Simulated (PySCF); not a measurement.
From one molecule to another.

First species: C7H11ClSi.
InChI=1S/C7H11ClSi/c1-2-3-5-9(8)6-4-7-9/h2,4,6-7H2,1H3

Second species: C₂H₉B₂NO₂.
SMILES: `COB(BN)OC`

Levels: wB97X-D/def2-SVPD for dipole moment, HOMO energy, LUMO energy, HOMO–LUMO gap, static isotropic polarisability and electronic spatial extent ⟨r²⟩ about the centre of nuclear charge; TDDFT wB97X-D/def2-SVPD for lowest singlet excitation; TDA wB97X-D/def2-SVPD for lowest triplet excitation (Tamm–Dancoff); ΔSCF wB97X-D/def2-SVPD for vertical ionisation energy; PBE0-D3(BJ)/def2-SVP for rotational constant A and rotational constant C. Geometries: PBE0-D3(BJ)/def2-SVP. Each structure is a single optimised conformer of the isolated species, non-relativistic unless stated. Electronic properties by PySCF.

The conformers computed, where there is a choice (atom-mapped SMILES and torsion angles):
- `[CH3:1][O:2][B:3]([BH:4][NH2:5])[O:6][CH3:7]`: C1–O2–B3–B4 179°, O2–B3–B4–N5 -1°, O2–B3–O6–C7 180°, H–N5–B4–B3 0°, H–N5–B4–B3 180°

| property | column X | column Y |
| --- | --- | --- |
| dipole moment | 0.30 D | 2.75 D |
| HOMO energy | -9.56 eV | -9.44 eV |
| LUMO energy | 1.19 eV | 1.51 eV |
| HOMO–LUMO gap | 10.75 eV | 10.95 eV |
| lowest singlet excitation | 5.54 eV | 5.78 eV |
| lowest triplet excitation (Tamm–Dancoff) | 4.70 eV | 4.89 eV |
| static isotropic polarisability | 70.7 au | 121.5 au |
| vertical ionisation energy | 9.83 eV | 9.49 eV |
| electronic spatial extent ⟨r²⟩ about the centre of nuclear charge | 962 bohr² | 2377 bohr² |
| rotational constant A | 2.752 GHz | 1.592 GHz |
| rotational constant C | 1.237 GHz | 0.490 GHz |

Q: Which column belongs to which species?

A: Column X is the second species and column Y the first. The first has 20 atoms and 84 electrons, the second 16 and 54.

Q: How does each property change from the first species to the second?

A: dipole moment -2.45 D; HOMO energy -0.12 eV; LUMO energy -0.32 eV; HOMO–LUMO gap -0.20 eV; lowest singlet excitation -0.24 eV; lowest triplet excitation (Tamm–Dancoff) -0.19 eV; static isotropic polarisability -50.8 au; vertical ionisation energy +0.34 eV; electronic spatial extent ⟨r²⟩ about the centre of nuclear charge -1415 bohr²; rotational constant A +1.160 GHz; rotational constant C +0.747 GHz.

On the first: The ΔSCF ionisation energy exceeds −ε(HOMO) by 0.05 eV with wB97X-D. The principal polarisabilities are 97.8, 115.1 and 151.7 au; their mean is the isotropic value.

On the second: The vertical singlet–triplet gap S1 − T1 is 0.84 eV (TDDFT singlet less Tamm–Dancoff triplet; S1: HOMO→LUMO, weight 0.97; T1: HOMO→LUMO, weight 0.93). The polarisability is 10.48 Å³ as a volume (1 au = 0.148185 Å³), or 1.31 au for each of the 54 electrons.
